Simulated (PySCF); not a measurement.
Species: C8H8N2.
Numbering: `[CH:1]#[C:2][c:3]1[cH:4][cH:5][n:6][n:7]1[CH:8]1[CH2:9][CH2:10]1` (hydrogens: H11 on C1; H12 on C4; H13 on C5; H14 on C8; H15, H16 on C9; H17, H18 on C10)

The same species was optimised twice, with GFN2-xTB and with PBE0-D3(BJ)/def2-SVP (PySCF), and the same property calculations (PySCF, gas phase) were run on both structures.

| coordinate | GFN2-xTB | PBE0-D3(BJ)/def2-SVP | change |
| --- | --- | --- | --- |
| C2–C3 (Å) | 1.402 | 1.416 | +0.014 |
| N7–C8 (Å) | 1.419 | 1.432 | +0.013 |
| C1≡C2 (Å) | 1.201 | 1.214 | +0.013 |
| C3–N7 (Å) | 1.359 | 1.367 | +0.008 |
| C4–C5 (Å) | 1.395 | 1.403 | +0.008 |
| C5–N6 (Å) | 1.322 | 1.330 | +0.008 |
| C8–C9 (Å) | 1.501 | 1.494 | -0.007 |
| C3–C4 (Å) | 1.389 | 1.394 | +0.005 |
| N6–N7 (Å) | 1.325 | 1.321 | -0.004 |
| C8–C10 (Å) | 1.501 | 1.497 | -0.004 |
| C9–C10 (Å) | 1.498 | 1.501 | +0.003 |
| N6–N7–C8 (°) | 121.7 | 121.0 | -0.7 |
| C3–N7–N6 (°) | 111.7 | 112.4 | +0.7 |
| C2–C3–C4 (°) | 130.3 | 130.9 | +0.6 |
| N7–C8–C9 (°) | 118.7 | 119.2 | +0.5 |
| N7–C8–C10 (°) | 118.7 | 119.2 | +0.5 |
| C5–N6–N7 (°) | 106.3 | 105.9 | -0.4 |
| C9–C8–C10 (°) | 59.9 | 60.2 | +0.3 |
| C4–C3–N7 (°) | 106.3 | 106.0 | -0.3 |
| N6–N7–C8–C9 (°) | 35 | 29 | -6 |

Rotational constants: A = 1969, B = 1296, C = 832.9 MHz (GFN2-xTB) against A = 1937, B = 1292, C = 825.4 MHz (PBE0-D3(BJ)/def2-SVP). Point groups within 0.08 Å: Cs and C1. Atoms that the bonding makes alike are paired by their places after alignment.

On the GFN2-xTB structure: HOMO (eV) -6.84 [PBE0/pcSseg-1]; LUMO (eV) -0.66 [PBE0/pcSseg-1]; dipole (D) 1.63 [PBE0/pcSseg-1]; GIAO shielding of C1 (ppm) 90.9 [PBE0/pcSseg-1]; GIAO shielding of C2 (ppm) 109.2 [PBE0/pcSseg-1]; GIAO shielding of C3 (ppm) 58.4 [PBE0/pcSseg-1]; GIAO shielding of C4 (ppm) 67.9 [PBE0/pcSseg-1]; GIAO shielding of C5 (ppm) 45.5 [PBE0/pcSseg-1]; GIAO shielding of N6 (ppm) -69.1 [PBE0/pcSseg-1]; GIAO shielding of N7 (ppm) 19.3 [PBE0/pcSseg-1]; GIAO shielding of C8 (ppm) 154.5 [PBE0/pcSseg-1].

Task: What do these properties become on the PBE0-D3(BJ)/def2-SVP structure?

Result: 
```
                                    property          level  on GFN2-xTB  on PBE0-D3(BJ)/def2-SVP  change
                                   HOMO (eV)  PBE0/pcSseg-1        -6.84                    -6.83   +0.01
                                   LUMO (eV)  PBE0/pcSseg-1        -0.66                    -0.70   -0.04
                                  dipole (D)  PBE0/pcSseg-1         1.63                     1.67   +0.04
energy, GFN2-xTB geometry as zero (kcal/mol)  PBE0/pcSseg-1          0.0                     -0.4    -0.4
                  GIAO shielding of C1 (ppm)  PBE0/pcSseg-1         90.9                     89.2    -1.7
                  GIAO shielding of C2 (ppm)  PBE0/pcSseg-1        109.2                    108.5    -0.7
                  GIAO shielding of C3 (ppm)  PBE0/pcSseg-1         58.4                     56.4    -2.0
                  GIAO shielding of C4 (ppm)  PBE0/pcSseg-1         67.9                     66.2    -1.7
                  GIAO shielding of C5 (ppm)  PBE0/pcSseg-1         45.5                     43.9    -1.6
                  GIAO shielding of N6 (ppm)  PBE0/pcSseg-1        -69.1                    -69.4    -0.3
                  GIAO shielding of N7 (ppm)  PBE0/pcSseg-1         19.3                     16.7    -2.6
                  GIAO shielding of C8 (ppm)  PBE0/pcSseg-1        154.5                    151.9    -2.6
```

The heavy atoms differ by 0.049 Å rms after alignment (one structure mirrored). Among bonds between heavy atoms C1≡C2, C2–C3 and N7–C8 change most and about equally (+0.013 to +0.014 Å). Changes are differences of the printed values. Neither structure is proved a minimum here.

The values belong to the conformer `[CH:1]#[C:2][c:3]1[cH:4][cH:5][n:6][n:7]1[CH:8]1[CH2:9][CH2:10]1`: N6–N7–C8–C9 29°.
